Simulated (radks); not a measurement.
Ionisation of the mercury ion Hg68+, [Ne] 3s2, to [Ne] 3s1 as the strength of local exchange is varied. Method: scalar-relativistic Kohn-Sham, Slater X-alpha exchange (alpha = 2/3 is LDA exchange), no correlation, spin-polarised, spherical densities, finite nucleus; Fermi nuclear charge, rms radius 5.4648 fm; computed with a radial shooting solver on a logarithmic mesh with Libxc functionals.

alpha  E(Hg68+) (hartree)  exchange (hartree)  IE (eV)  -e of the level emptied (eV)  <r> of it (bohr)
0.667         -13771.8092           -147.5621   8487.8                   8431.1 (3s)            0.1659
0.845         -13811.6406           -187.3102   8522.0                   8469.0 (3s)            0.1655
0.868         -13816.7932           -192.4575   8526.4                   8473.9 (3s)            0.1654
0.897         -13823.2918           -198.9513   8532.0                   8480.1 (3s)            0.1653
1.012         -13849.0829           -224.7434   8554.1                   8504.6 (3s)            0.1651
1.035         -13854.2452           -229.9096   8558.5                   8509.5 (3s)            0.1650
x             -13836.0711           -211.7271   8542.9                   8492.2 (3s)            0.1652

Which alpha was used in the last row?

Answer. alpha = 0.954. NIST Atomic Spectra Database: 8470 +/- 50 eV (theoretical). The central value is not met in this range of alpha.
